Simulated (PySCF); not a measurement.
**How methods differ on the ionisation energy of Ge¹⁰⁺**

Ge¹⁰⁺ [Ar] 3d4 [3d3/2^4, M_J = 0] → Ge¹¹⁺ [Ar] 3d3 [3d3/2^3, M_J = 3/2], as a difference of total energies. Calculation: PySCF 2.14, in an even-tempered Gaussian basis (17 s from 0.64 bohr⁻², ratio 2.8; 12 p from 0.83 bohr⁻², ratio 2.8; 8 d from 0.83 bohr⁻², ratio 2.8; 4 f from 3.4 bohr⁻², ratio 3); the two-component X2C-1e Hamiltonian. Correlated levels: [Ne] frozen; the 70 highest virtual spinors dropped. "Screened" scales the spin-orbit matrix elements by Boettger's factors to mimic the two-electron term; Breit and QED terms are absent.

```json
{"method": "GHF (spin-free)", "ionisation energy (eV)": "287.31"}
{"method": "GMP2 (spin-free)", "ionisation energy (eV)": "287.95"}
{"method": "GHF (screened spin-orbit)", "ionisation energy (eV)": "287.11"}
{"method": "GMP2 (screened spin-orbit)", "ionisation energy (eV)": "287.75"}
```

Question: How much does correlation contribute at GMP2 (screened spin-orbit)?

Answer: 287.75 − (287.11) = 0.64 eV, measured against GHF (screened spin-orbit).

The spin-free rows relax to the high-spin LS determinant and lack the spin-orbit shift.

The labels give the starting determinants; with spin-orbit coupling the two ends relaxed to ⟨J²⟩ = 3.68, ⟨L²⟩ = 5.96, ⟨S²⟩ = 5.96 and ⟨J²⟩ = 6.34, ⟨L²⟩ = 11.95, ⟨S²⟩ = 3.72.

The determinant of Ge¹⁰⁺ and of Ge¹¹⁺ mixes levels of different J (the jj label is only the starting occupation), so the difference between spin-free and spin-orbit rows is not the physical spin-orbit shift.

For comparison: 286 ± 3 eV (theoretical estimate listed by NIST; NIST Atomic Spectra Database, ionization energies).
